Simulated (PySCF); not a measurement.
FGaH3NO.

```xyz
7

Ga    -0.0131    -0.0031     0.0016
F      1.6927    -0.1992    -0.3585
O     -0.6082    -0.7165     1.5099
H      0.0808    -1.1614     2.0142
N     -1.0405     0.9377    -1.1222
H     -2.0467     0.9817    -1.0303
H     -0.7138     1.2363    -2.0315
```
Charge 0, spin multiplicity 1.

Coordinates come from a PBE0-D3(BJ)/def2-SVP optimisation. The values are those of a single conformer.

These are HF/pcSseg-1 (PySCF) values and carry that method's errors. Non-relativistic, no solvent.

Give the absolute GIAO shielding of each atom: isotropic value and principal components (ppm). (The exact figures need the calculation; the answer reports its results.)


| atom | σ(iso) | σ11 | σ22 | σ33 | span |
|---|---|---|---|---|---|
| Ga1 | 1667.0 | 1429.6 | 1618.2 | 1953.1 | 523.5 |
| F2 | 422.0 | 371.5 | 440.3 | 454.4 | 82.9 |
| O3 | 342.9 | 329.3 | 343.3 | 356.2 | 26.9 |
| H4 | 30.4 | 20.6 | 24.1 | 46.4 | 25.7 |
| N5 | 275.0 | 247.2 | 286.6 | 291.2 | 44.0 |
| H6 | 30.9 | 22.1 | 25.9 | 44.7 | 22.5 |
| H7 | 31.0 | 22.3 | 25.7 | 44.9 | 22.6 |
